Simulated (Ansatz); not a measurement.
`[NH]=[Nb]([NH2])([NH2])[Cl]` + H–F → `[NH]=[Nb]([NH2])([F])[Cl]` + NH₃  (ligand exchange at the Nb–N bond)

Program: Ansatz. Geometries: PBE0-D4/def2-TZVP. ΔE: electronic, gas phase. CCSD(T)/CBS is the MP2 limit (def2-TZVPP, def2-QZVPP) plus CCSD(T) − MP2 in def2-TZVPP, frozen cores. This one scheme is used for every species. Functionals use def2-TZVPP. Elements past krypton have def2 core potentials. For Nb outer-core shells are correlated without core-valence functions, which leaves a few kJ/mol of doubt a bond. Each species was taken in one conformer, which may not be the lowest.

| level | ΔE (kcal/mol) | difference from CCSD(T)/CBS |
| --- | --- | --- |
| PBE0-D4 | -20.3 | -1.8 |
| BLYP | -23.8 | -5.3 |
| LC-ωPBE | -23.2 | -4.7 |
| RPA@PBE/def2-TZVPP | -19.4 | -0.9 |
| CCSD/def2-SVP | -21.4 | -2.9 |
| CCSD(T)/def2-SVP | -21.0 | -2.5 |
| HF/def2-TZVPP | -23.2 | -4.7 |
| CCSD/def2-TZVPP | -19.5 | -1.0 |
| HF/def2-QZVPP | -23.3 | -4.8 |
| SCS-MP2/def2-QZVPP | -19.0 | -0.5 |
| CCSD(T)/CBS | -18.5 | 0 |

Largest T1 diagnostic among the species: 0.020, so the coupled-cluster value is less sure than usual.

From BLYP to BHLYP (50 % exact exchange), in def2-TZVPP and without D4, ΔE moves by +1.4 kcal/mol. In def2-TZVPP, CCSD(T) changes the Hartree–Fock value by +4.2 kcal/mol (the triples alone add +0.5 kcal/mol) and MP2 by +5.4 kcal/mol. At CCSD(T), def2-SVP lies −2.5 kcal/mol from the extrapolated value and def2-TZVPP −0.5 kcal/mol.
